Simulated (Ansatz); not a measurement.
Start from `[NH2][GaH][SeH]` and change one atom or group to get `[CH3][GaH][NH2]`.

Ansatz, PBE0-D4/def2-TZVP geometries, multiplicity 1. Each molecule was computed in one conformer, which needn't be the lowest.

Scalar relativity is left out up to krypton.

```csv
property,`[NH2][GaH][SeH]`
LUMO energy (B3LYP/def2-TZVPP) / eV,-0.78
HOMO energy (ωB97M-V/def2-TZVPP) / eV,-9.08
HOMO energy (PBE0/def2-TZVPP) / eV,-6.92
HOMO–LUMO gap (PBE0/def2-TZVPP) / eV,6.38
size of the dipole moment (B3LYP/def2-TZVPP) / D,1.43
HOMO–LUMO gap (PBE/def2-TZVPP) / eV,4.46
```

Give the same properties after the change, and the shifts. (An estimate is asked.)

Computed: 
| property | `[CH3][GaH][NH2]` | shift |
| --- | --- | --- |
| LUMO energy (B3LYP/def2-TZVPP) / eV | -0.54 | 0.24 |
| HOMO energy (ωB97M-V/def2-TZVPP) / eV | -9.58 | -0.50 |
| HOMO energy (PBE0/def2-TZVPP) / eV | -7.18 | -0.26 |
| HOMO–LUMO gap (PBE0/def2-TZVPP) / eV | 6.92 | 0.54 |
| size of the dipole moment (B3LYP/def2-TZVPP) / D | 0.81 | -0.62 |
| HOMO–LUMO gap (PBE/def2-TZVPP) / eV | 4.80 | 0.34 |

With PBE0 the HOMO falls by 0.26 eV and the LUMO rises by 0.27 eV, so the gap widens by about 0.53 eV. PBE moves the HOMO by -0.13 eV and ωB97M-V by -0.50 eV. The zero-point energy changes by 72.3 kJ/mol with +6 modes. Dipoles are sizes alone; their direction can turn.

B3LYP here is the variant with VWN-RPA as its local correlation; programs differ in this.

Spin–orbit coupling is left out; it splits and shifts lone-pair levels of the heavy atoms by tenths of an eV.
